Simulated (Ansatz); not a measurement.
Ansatz (a first-principles code) input (B3LYP-D3(BJ)/def2-TZVP):

Ansatz 0.2 input:
```yaml
crystal:
  periodic: [false, false, false]
  atoms:
    - {symbol: Se, position_ang: [0.02331047, -0.00672351, 0.91429242]}
    - {symbol: Br, position_ang: [0.82293192, -1.59704815, -0.47712310]}
    - {symbol: Br, position_ang: [-0.84557638, 1.60357956, -0.41104668]}
basis:
  gaussian:
    orbitals: def2-TZVP
hamiltonian:
  xc: b3lyp
  dispersion: d3bj
total_charge: 1
magnetization: {spin_polarized: true, initial_magnetization: 1}
phonons: {temperatures: {t_min: 298.15, t_max: 298.15, t_step: 100}}
```

Output:

```
Functional definition: B3LYP
integrals: 0.11 GiB planned
1026 factors; integrals over basis functions are off by at most 2.8e-4 eV
mean field: 1.56 GiB planned
mean field evaluation 1: about -205435.4431 eV, gradient 1.3e1 eV
mean field evaluation 2: about -205434.0594 eV, gradient 2.2e1 eV
mean field evaluation 4: about -205436.3532 eV, gradient 1.4e0 eV
mean field evaluation 8: about -205436.4320 eV, gradient 4.1e-2 eV
mean field evaluation 16: about -205436.4320 eV, gradient 1.0e-4 eV
mean field -205436.43196949 eV, -7549.6496250637 hartree, gradient 2.0e-5 eV, S^2 0.752881; 0 other end points of the search recorded, 0 dependent functions left out
the calculation of the forces begins
reference -205436.43218575 eV, -7549.6496330114 hartree; 52, 51 occupied and 92, 93 virtual orbitals, 1026 factors
these checks for a lower state are left out or cut short: stability, starts, cluster_reference, orbital_swaps, neighbouring_geometries, increment
integrals: 0.11 GiB planned
1026 factors; integrals over basis functions are off by at most 2.8e-4 eV
mean field: 1.56 GiB planned
mean field -205436.43194151 eV, -7549.6496240355 hartree, gradient 2.8e-6 eV, S^2 0.752881; 0 other end points of the search recorded, 0 dependent functions left out
the calculation of the forces begins
reference -205436.43215779 eV, -7549.6496319838 hartree; 52, 51 occupied and 92, 93 virtual orbitals, 1026 factors
these checks for a lower state are left out or cut short: stability, starts, cluster_reference, orbital_swaps, neighbouring_geometries, increment
integrals: 0.11 GiB planned
1026 factors; integrals over basis functions are off by at most 2.8e-4 eV
mean field: 1.56 GiB planned
mean field evaluation 32: about -205436.4319 eV, gradient 2.9e-6 eV
mean field -205436.43193083 eV, -7549.6496236431 hartree, gradient 2.8e-6 eV, S^2 0.752880; 0 other end points of the search recorded, 0 dependent functions left out
the calculation of the forces begins
reference -205436.43214708 eV, -7549.6496315901 hartree; 52, 51 occupied and 92, 93 virtual orbitals, 1026 factors
these checks for a lower state are left out or cut short: stability, starts, cluster_reference, orbital_swaps, neighbouring_geometries, increment
integrals: 0.11 GiB planned
1026 factors; integrals over basis functions are off by at most 2.8e-4 eV
mean field: 1.56 GiB planned
mean field -205436.43202715 eV, -7549.6496271829 hartree, gradient 2.5e-6 eV, S^2 0.752881; 0 other end points of the search recorded, 0 dependent functions left out
the calculation of the forces begins
reference -205436.43224346 eV, -7549.6496351320 hartree; 52, 51 occupied and 92, 93 virtual orbitals, 1026 factors
these checks for a lower state are left out or cut short: stability, starts, cluster_reference, orbital_swaps, neighbouring_geometries, increment
integrals: 0.11 GiB planned
1026 factors; integrals over basis functions are off by at most 2.8e-4 eV
mean field: 1.56 GiB planned
mean field -205436.43184728 eV, -7549.6496205727 hartree, gradient 2.6e-6 eV, S^2 0.752880; 0 other end points of the search recorded, 0 dependent functions left out
the calculation of the forces begins
reference -205436.43206351 eV, -7549.6496285189 hartree; 52, 51 occupied and 92, 93 virtual orbitals, 1026 factors
these checks for a lower state are left out or cut short: stability, starts, cluster_reference, orbital_swaps, neighbouring_geometries, increment
integrals: 0.11 GiB planned
1026 factors; integrals over basis functions are off by at most 2.8e-4 eV
mean field: 1.56 GiB planned
mean field -205436.43195522 eV, -7549.6496245395 hartree, gradient 1.5e-6 eV, S^2 0.752880; 0 other end points of the search recorded, 0 dependent functions left out
the calculation of the forces begins
reference -205436.43217148 eV, -7549.6496324867 hartree; 52, 51 occupied and 92, 93 virtual orbitals, 1026 factors
these checks for a lower state are left out or cut short: stability, starts, cluster_reference, orbital_swaps, neighbouring_geometries, increment
integrals: 0.11 GiB planned
1026 factors; integrals over basis functions are off by at most 2.8e-4 eV
mean field: 1.56 GiB planned
mean field -205436.43196398 eV, -7549.6496248615 hartree, gradient 1.6e-6 eV, S^2 0.752881; 0 other end points of the search recorded, 0 dependent functions left out
the calculation of the forces begins
reference -205436.43218026 eV, -7549.6496328095 hartree; 52, 51 occupied and 92, 93 virtual orbitals, 1026 factors
Total energy: -205436.64511205 eV, -7549.6574579084 hartree
Atom 0 at     0.023310    -0.006724     0.914292 Å, force    -0.000018     0.000005    -0.000714 eV/Å
Atom 1 at     0.822932    -1.597048    -0.477123 Å, force    -0.000248     0.000491     0.000367 eV/Å
Atom 2 at    -0.845576     1.603580    -0.411047 Å, force     0.000266    -0.000496     0.000347 eV/Å
Dipole moment:     0.004879    -0.001407     0.191366 e Å
Vibrations: 113.41 321.79 327.86 cm⁻¹, zero-point energy 0.047303 eV
```
